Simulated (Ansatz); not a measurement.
The cluster FeCl₃, relaxed as a sextet with UKS PBE-D4/def2-SVP in Ansatz, starting from the PBE-D4/def2-SVP geometry of the neutral doublet. Force threshold 0.02 eV/Å.

The structure comes from a short search, and lower isomers may exist.

Start:

```tsv
atom	x (Å)	y (Å)	z (Å)
Fe1	0.0574	0.0296	0.0480
Cl2	0.5792	-1.8844	-0.6398
Cl3	-1.1519	0.1716	1.7699
Cl4	0.5153	1.6832	-1.1781
```

```json
{"step": "1", "energy (eV)": "-71921.2160", "largest force component (eV/Å)": "0.644", "SCF passes": "29"}
{"step": "2", "energy (eV)": "-71921.2698", "largest force component (eV/Å)": "0.096", "SCF passes": "33"}
{"step": "3", "energy (eV)": "-71921.2730", "largest force component (eV/Å)": "0.040", "SCF passes": "29"}
{"step": "4", "energy (eV)": "-71921.2743", "largest force component (eV/Å)": "0.003", "SCF passes": "35"}
```

Force components are those of the run's own axes.

End:

```xyz
4

Fe    0.0034    0.0004    0.0021
Cl    0.6227   -1.9539   -0.6503
Cl   -1.1504    0.2171    1.8049
Cl    0.5243    1.7365   -1.1567
```

By distances, no bond broke or formed. The bond that changes most is Fe1–Cl2, from 2.10 to 2.15 Å (atoms count from 1).

No frequencies were taken in this run, so the end may be a saddle point.

It took 5.5 s on 4 threads of Intel Xeon Platinum 8559C on a shared host.
